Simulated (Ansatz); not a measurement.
A nudged elastic band was laid between two geometries of C₃H₇NSe (12 atoms, charge 0, multiplicity 1).

These are results of RKS PBE0-D4/def2-SVP (Ansatz), not measurements.

```json
{"movable images": "5", "climbing image": "yes", "spring": "5.0 eV/Å²", "optimiser": "quadratic models (default)", "start path": "through a guess of the saddle point", "force threshold": "0.03 eV/Å", "iteration limit": "60", "end points": "relaxed"}
```

Image 0:

```xyz
12
Properties=species:S:1:pos:R:3
C -1.248 0.399 0.134
C 0.235 0.564 0.313
N 0.805 1.390 1.094
C 1.120 -0.328 -0.514
Se 1.016 -2.226 -0.013
H -1.553 -0.623 0.411
H -1.809 1.113 0.754
H -1.532 0.548 -0.921
H 0.104 1.942 1.598
H 0.895 -0.253 -1.588
H 2.165 -0.035 -0.346
H -0.122 -2.547 -0.888
```

Image 6:

```xyz
12
Properties=species:S:1:pos:R:3
C -1.319 0.666 -0.688
C -0.175 0.437 -0.016
N 0.137 0.966 1.223
C 0.919 -0.382 -0.630
Se 1.440 -1.940 0.455
H -1.459 0.277 -1.696
H 0.711 0.353 1.795
H -2.120 1.275 -0.261
H -0.646 1.350 1.737
H 0.645 -0.723 -1.634
H 1.850 0.203 -0.697
H 0.095 -2.537 0.446
```

Problem. Which bonds break or form, and what moves?

Solution. Bonds broken: C1–H7. Bonds formed: N3–H7.

Problem. What energy profile does the band end with?

Solution. It converged. The highest image is number 3 of 0 to 6, 360.2 kJ/mol above the first end and 359.7 kJ/mol above the last; the last end lies 0.6 kJ/mol above the first. The profile has 2 maxima (images 1, 3) with wells between them (image 2): this band takes more than one step, which may be the mechanism or a detour left from its start path. Neighbouring images differ by up to 3.7 eV, so the band resolves the path poorly. A vibrational analysis at the climbing image gives one clearly imaginary mode, 1802i cm⁻¹: a first-order saddle point. The orbitals stay closed-shell, which can raise the energy where a bond breaks towards radicals; this wasn't checked here.

| image | path coordinate (Å) | energy (kJ/mol) | C1–H7 (Å) | N3–H7 (Å) |
| --- | --- | --- | --- | --- |
| 0 | 0.00 | 0.0 | 1.10 | 2.65 |
| 1 | 1.44 | 4.6 | 1.10 | 2.75 |
| 2 | 2.88 | 2.6 | 1.10 | 2.98 |
| 3 | 4.33 | 360.2 | 1.61 | 1.53 |
| 4 | 5.23 | 72.6 | 2.47 | 1.02 |
| 5 | 6.13 | 13.4 | 3.06 | 1.02 |
| 6 | 7.04 | 0.6 | 3.22 | 1.02 |

Problem. What is the geometry of the highest image?

Solution. 
```xyz
12
Properties=species:S:1:pos:R:3
C -1.290 0.608 -0.319
C 0.057 0.576 0.084
N 0.589 1.218 1.169
C 0.993 -0.411 -0.565
Se 1.214 -2.069 0.455
H -1.657 -0.095 -1.068
H -0.578 0.238 1.081
H -1.977 1.351 0.091
H -0.077 1.924 1.505
H 0.688 -0.662 -1.588
H 1.988 0.053 -0.582
H 0.127 -2.786 -0.231
```

Run time: 4.7 min on 2 threads of Intel(R) Xeon(R) 6975P-C (Granite Rapids), on a shared host, peak memory 0.34 GiB.
